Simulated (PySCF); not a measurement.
```xyz
8
charge 0 multiplicity 2, angstrom
Ru    0.0000    0.0000   -0.0316
H     0.0000    0.0000    1.5300
H     0.9572    0.9626    0.7557
H    -0.9572    0.9626    0.7557
H    -0.9572   -0.9626    0.7557
H     0.9572   -0.9626    0.7557
H     1.4961    0.0000   -0.7598
H    -1.4961    0.0000   -0.7598
```

Method: UPBE0/[Ru def2-TZVP with ECP28, H def2-TZVP], scalar-relativistic core potentials, density fitting, no spin–orbit coupling, PySCF.

This geometry of RuH₇ is a stationary point at this level.

(1) What is the point group?

(2) Is it a minimum?

(3) What are the dipole moment and the gap between the highest occupied and lowest empty levels of either spin?

(4) Give the atomic charges and bond orders.

Results:

(1) C2v.

(2) No: it has 3 imaginary modes, at 1001i cm⁻¹ (b2), 528i cm⁻¹ (a2), 338i cm⁻¹ (b1).

(3) 1.21 D and 2.70 eV.

(4) 
| atom | Mulliken | Löwdin | polar tensor | spin (Mulliken) | Mayer order to Ru1 |
| --- | --- | --- | --- | --- | --- |
| Ru1 | -0.90 | -0.64 | -0.26 | 0.77 | – |
| H2 | 0.21 | 0.15 | 0.22 | 0.02 | 0.78 |
| H3,4,5,6 | 0.17 | 0.12 | 0.08 | -0.02 | 0.88 |
| H7,8 | 0.01 | 0.01 | -0.14 | 0.15 | 0.88 |

Only a few start shapes were tried, so a lower isomer may exist. Open d and f shells are described by one determinant, and the ground state may have another occupation or spin.
